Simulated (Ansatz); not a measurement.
Cost and result for the atomization energy of `CC[Si](N)(O)Cl` (14 atoms, 13 bonds).

Cartesian coordinates in Å:
```
C -1.490 -0.659 -0.859
C -1.097 0.017 0.453
Si 0.736 0.206 0.664
N 1.587 1.087 -0.522
O 1.323 -1.320 0.747
Cl 1.088 1.255 2.411
H -2.574 -0.754 -0.949
H -1.142 -0.085 -1.723
H -1.061 -1.661 -0.933
H -1.547 1.012 0.526
H -1.475 -0.554 1.308
H 1.619 0.789 -1.483
H 1.754 2.074 -0.420
H 2.278 -1.407 0.780
```

Charge 0, multiplicity 1. All single points use the PBE0-D4/def2-TZVP geometry. It is one conformer, not always the lowest. Program: Ansatz. All runs use 2 threads of an AMD EPYC 7R13 on a shared host and a share of an NVIDIA H100 80 GB. Times are those of one run each, without the atoms' runs, and a repeat can differ threefold. Electronic energies, without spin–orbit coupling; frozen cores. CCSD(T)/CBS adds CCSD(T) − MP2 in def2-TZVPP to the MP2 limit, and its time is that of the two runs behind it. T1 = 0.010. B3LYP takes the VWN-RPA correlation (the form of Gaussian; ORCA's B3LYP/G).

CCSD(T)/CBS is a level of theory with its own doubt, some kJ/mol a heavy atom from the limit and from the frozen cores, so smaller differences don't rank the functionals.

```json
{"level": "PBE-D4/def2-TZVPP (with forces)", "functions": "320", "wall time": "3.2 s", "atomization (kJ/mol)": "5436.9", "difference from CCSD(T)/CBS": "65.3", "per bond": "5.0"}
{"level": "r2SCAN-D4/def2-TZVPP (with forces)", "functions": "320", "wall time": "4 s", "atomization (kJ/mol)": "5363.6", "difference from CCSD(T)/CBS": "-8.0", "per bond": "-0.6"}
{"level": "B2PLYP/def2-TZVPP", "functions": "320", "wall time": "5.5 s", "atomization (kJ/mol)": "5296.8", "difference from CCSD(T)/CBS": "-74.8", "per bond": "-5.8"}
{"level": "ωB97X-V/def2-TZVPP", "functions": "320", "wall time": "6.5 s", "atomization (kJ/mol)": "5377.1", "difference from CCSD(T)/CBS": "5.5", "per bond": "0.4"}
{"level": "MP2/def2-QZVPP", "functions": "608", "wall time": "7.5 s", "atomization (kJ/mol)": "5399.7", "difference from CCSD(T)/CBS": "28.1", "per bond": "2.2"}
{"level": "B3LYP-D4/def2-TZVPP (with forces)", "functions": "320", "wall time": "8 s", "atomization (kJ/mol)": "5351.9", "difference from CCSD(T)/CBS": "-19.7", "per bond": "-1.5"}
{"level": "CCSD(T)/def2-TZVPP", "functions": "320", "wall time": "8.5 s", "atomization (kJ/mol)": "5219.9", "difference from CCSD(T)/CBS": "-151.7", "per bond": "-11.7"}
{"level": "PBE0-D4/def2-TZVPP", "functions": "320", "wall time": "9 s", "atomization (kJ/mol)": "5357.6", "difference from CCSD(T)/CBS": "-14.0", "per bond": "-1.1"}
{"level": "ωB97M-V/def2-TZVPP (with forces)", "functions": "320", "wall time": "10 s", "atomization (kJ/mol)": "5386.4", "difference from CCSD(T)/CBS": "14.8", "per bond": "1.1"}
{"level": "CCSD(T)/CBS(def2)", "functions": "–", "wall time": "16 s", "atomization (kJ/mol)": "5371.6", "difference from CCSD(T)/CBS": "0.0", "per bond": "0.0"}
```

From PBE to PBE0 (25 % exact exchange), in def2-TZVPP and without D4, the atomization energy moves by −74.3 kJ/mol: exact exchange takes away binding that semilocal exchange gives to molecules. The D4 term adds +55.0 kJ/mol with B3LYP and +29.2 kJ/mol with PBE0; it sums over pairs of atoms, weighted by their polarisabilities, and B3LYP, whose exchange is more repulsive, gets the larger term. In def2-TZVPP, CCSD(T) changes the Hartree–Fock value by +1307.0 kJ/mol (the triples alone add +73.4 kJ/mol) and MP2 by +1396.7 kJ/mol; breaking electron pairs costs correlation energy, which Hartree–Fock lacks.
